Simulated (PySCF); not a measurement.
SMILES O[Si](O)(O)O[SiH2]O[SiH](Cl)Cl (GFN2-xTB optimised geometry):

```
16

Si     1.958    -0.037     0.000
Cl     3.961    -0.037     0.000
Cl     1.302    -1.033    -1.615
O      1.532    -0.823     1.327
Si     0.424    -1.546     2.294
O     -1.047    -1.321     1.699
Si    -1.917    -0.655     0.479
O     -1.377     0.846     0.193
O     -1.800    -1.565    -0.844
O     -3.455    -0.568     0.964
H      1.437     1.312     0.000
H      0.526    -0.836     3.558
H      0.728    -2.967     2.238
H     -1.753     1.565     0.694
H     -0.979    -1.594    -1.338
H     -3.961    -1.371     1.036
```

Computed with PBE0/def2-TZVP run with PySCF 2.14.0.

### Question
What are the frontier orbital energies and the dipole moment?

### Answer
HOMO-2 -9.37 eV, HOMO-1 -9.22 eV, HOMO -8.76 eV, LUMO 0.35 eV, LUMO+1 0.45 eV; dipole moment 1.42 D.

Meta-Löwdin charges at PBE0/def2-TZVP: Si1 1.06, Cl2 -0.27, Cl3 -0.28, O4 -0.84, Si5 1.12, O6 -0.85, Si7 1.64, O8 -0.77, O9 -0.77, O10 -0.77, H11 -0.10, H12 -0.13, H13 -0.13, H14 0.37, H15 0.36, H16 0.37.
